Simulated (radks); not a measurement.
Results of a calculation; reference values are marked as such.
Question: All-electron atom: Ti0.25+ in [Ar] 3d2.25 4s1.5 (fractional occupations, a model configuration). Level of theory: scalar-relativistic Kohn-Sham, PBEsol, spin-unpolarised, spherical densities, point nucleus (a radial shooting solver on a logarithmic mesh with Libxc functionals). Some entries of the table are withheld. Estimate them.

orbital,occ.,eigenvalue (eV),<1/r> (bohr^-1)
1s,2,(1),21.79
2s,2,-536.6677,(2)
2p,6,-444.3780,4.448
3s,2,-63.0718,1.393
3p,6,-39.4473,1.259
4s,1.5,(3),0.3737
3d,2.25,(4),0.8496

Answer: 
(1) 1s eigenvalue (eV): -4863.550
(2) 2s <1/r> (bohr^-1): 4.543
(3) 4s eigenvalue (eV): -5.6189
(4) 3d eigenvalue (eV): -5.1369
